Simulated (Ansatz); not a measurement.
`[F][SnH][Cl]` radical, charge 0, multiplicity 2.

Task: Give a relaxed structure at PBE0-D4/def2-TZVP (Ansatz 0.2.0). (An estimate is asked.)

Result: Computed: 
```xyz
4

F     1.537    0.892    0.059
Sn   -0.328    0.455    0.219
Cl   -0.316   -1.684    1.146
H    -0.893    0.337   -1.424
```
